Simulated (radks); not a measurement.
Q: All-electron atom: Ir XLIII in [Ar] 3d10 4s2 4p5. All-electron calculation, Dirac Kohn-Sham, exchange-only PBE, spin-unpolarised, spherical densities, finite nucleus; open shells fill j = l - 1/2 first; Fermi nuclear charge, rms radius 5.4032 fm. Program: a radial shooting solver on a logarithmic mesh with Libxc functionals. Some entries of the table are withheld. Estimate them.

orbital,occ.,eigenvalue (hartree),<1/r> (bohr^-1),<r^2> (bohr^2)
1s1/2,2,-2865.577,92.13,0.0004197
2s1/2,2,-561.1630,22.58,0.006348
2p1/2,2,(1),22.54,0.004508
2p3/2,4,(2),18.60,0.005694
3s1/2,2,-184.4091,(3),0.04028
3p1/2,2,-175.4969,8.323,0.03669
3p3/2,4,-161.9577,7.306,0.04266
3d3/2,4,-147.3580,7.190,0.03256
3d5/2,6,-144.4006,6.955,0.03417
4s1/2,2,-85.87939,4.015,0.1614
4p1/2,2,-82.03166,3.944,(4)
4p3/2,3,-77.68037,3.601,(5)

A: 
(1) 2p1/2 eigenvalue (hartree): -540.8995
(2) 2p3/2 eigenvalue (hartree): -481.0028
(3) 3s1/2 <1/r> (bohr^-1): 8.409
(4) 4p1/2 <r^2> (bohr^2): 0.1593
(5) 4p3/2 <r^2> (bohr^2): 0.1775
